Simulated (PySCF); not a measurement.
How methods differ on the ionisation energy of Ba⁺

Ba⁺ [Xe] 6s1 (2S) → Ba²⁺ [Xe] (1S), as a difference of total energies. Calculation: PySCF 2.14, in def2-TZVPP with the def2 core potential (46 electrons); scalar relativity through the core potential. Correlated levels: valence and next inner shell: nothing frozen outside the core potential. The calculations carry no spin-orbit coupling.

| method | ionisation energy (eV) |
| --- | --- |
| UHF | 9.345 |
| MP2 (valence and next inner shell) | 9.677 |
| SCS-MP2 (valence and next inner shell) | 9.608 |
| CCSD (valence and next inner shell) | 9.646 |
| CCSD(T) (valence and next inner shell) | 9.663 |

Task: How much does correlation contribute at CCSD(T) (valence and next inner shell)?

Result: 9.663 − (9.345) = 0.318 eV, measured against UHF.

Errors of the correlated levels include the incompleteness of this basis.

For comparison: 10.004 eV (measured; NIST Atomic Spectra Database, ionization energies).
